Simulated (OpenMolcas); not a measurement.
## Os5+: moving or changing the point charges

Os5+ among 8 point charges of -1.2 e arranged as a cube (Oh), 2.04 Å from the ion.

```
Program             : OpenMolcas 26.06
Method              : CASSCF
Basis               : ANO-RCC-VTZP [8s7p5d3f2g1h]
Scalar Hamiltonian  : DKH2, point nucleus
Active space        : 3 electrons in 5 orbitals (5d)
State averaging     : 2S+1 = 4 even, 10 roots; 2S+1 = 2 even, 40 roots
Spin-orbit coupling : state interaction with AMFI integrals over the reference wave functions
```

Runs around this geometry, states (labels of O, the rotations of Oh). Energies in cm-1 above the lowest state or level, χT in cm3 K/mol; under a threefold ground state the first gap can be a small split of the lowest multiplet, not the spin-orbit step; 10Dq and B are least-squares fits to the states below 45000 cm-1, weighted by degeneracy, with a free offset, and given where the rms deviation is under 5 % of |10Dq| (or 100 cm-1) and under 700 cm-1; 10Dq is negative for this site.

| R (Å) | q (e) | Ground state | First state of that spin | 10Dq | B (rms of fit) | First gap with spin-orbit (degeneracies) | χT at 300 K | First state of another spin |
| --- | --- | --- | --- | --- | --- | --- | --- | --- |
| 2.04 | -0.78 | 4T1 | 4T2 2501 | -3082 | 902 (47) | 5423 (4, 2) | 0.117 | 2E 14135 |
| 1.94 | -1.2 | 4T1 | 4T2 5065 | -6051 | 904 (103) | 5036 (4, 2) | 0.122 | 2E 11554 |
| 2.04 | -1.2 | 4T1 | 4T2 3908 | -4727 | 903 (74) | 5176 (4, 2) | 0.118 | 2E 12773 |
| 2.26 | -1.2 | 4T1 | 4T2 2311 | -2852 | 903 (41) | 5459 (4, 2) | 0.117 | 2E 14315 |

Taking |10Dq| as R^-n, n = -ln(2852 / 6051) / ln(2.26 / 1.94) = 4.9 between the shortest and longest distance. The point-charge formula for a cubic d site gives n = 5.

Scaling the charges by -0.78 / -1.2 = 0.65 scales |10Dq| by 3082 / 4727 = 0.65; with fixed orbitals a first-order splitting would follow the charge.

Without dynamic correlation the repulsion within the d shell is too large (B by tens of per cent), so at a given field states of lower spin stand too high. Point charges give a weaker field than real ligands, and real ions of this kind are as a rule low spin; the high spin found here belongs to the model. Spin-orbit coupling mixes the spin-free states strongly: the lowest level takes only 51 % from its leading state, 4T1 (figures for R = 2.04, q = -0.78; the like holds for R = 1.94, q = -1.2, R = 2.04, q = -1.2, R = 2.26, q = -1.2). This is an electrostatic model: the charges have no orbitals. No measured value stands beside these numbers.
